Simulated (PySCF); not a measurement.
## Radial density of I⁺ (iodine, charge +1)

TPSSh, [Kr] 4d10 5s2 5p4, high-spin 3P determinant. All numbers are calculated (PySCF 2.14, scalar relativity through the core potential, in aug-cc-pVDZ-PP with ECP28MDF (5s4p3d, 32 functions)). This is the valence pseudo-density: the core potential removes the inner electrons and smooths the orbitals near the nucleus.

| r (bohr) | 4πr²ρ (e/bohr) | 4πr²(ρα − ρβ) |
| --- | --- | --- |
| 0.00192 | 1.037e-05 | 0.0000 |
| 0.00323 | 2.894e-05 | 0.0000 |
| 0.00544 | 7.890e-05 | 0.0000 |
| 0.00915 | 0.0002019 | 0.0000 |
| 0.0154 | 0.0004441 | 0.0000 |
| 0.0259 | 0.0007609 | 0.0000 |
| 0.0435 | 0.001141 | 0.0000 |
| 0.0732 | 0.002270 | 0.0000 |
| 0.123 | 0.01604 | 0.0002 |
| 0.207 | 0.1945 | 0.0026 |
| 0.349 | 3.160 | 0.0448 |
| 0.586 | 22.81 | 0.2475 |
| 0.986 | 18.05 | -0.0100 |
| 1.66 | 5.052 | 0.9947 |
| 2.79 | 1.739 | 0.6529 |
| 4.69 | 0.1111 | 0.0454 |
| 7.89 | 2.351e-05 | 0.0000 |

Energies and moments cover only the electrons outside the core potential.

**Question.** Where is the radial spin density 4πr²(ρα − ρβ) most negative, and why is it negative at all?

**Answer.** Around r = 0.986 bohr, down to -0.0100 e/bohr: exchange with the open shell polarises the paired shells in an unrestricted calculation.
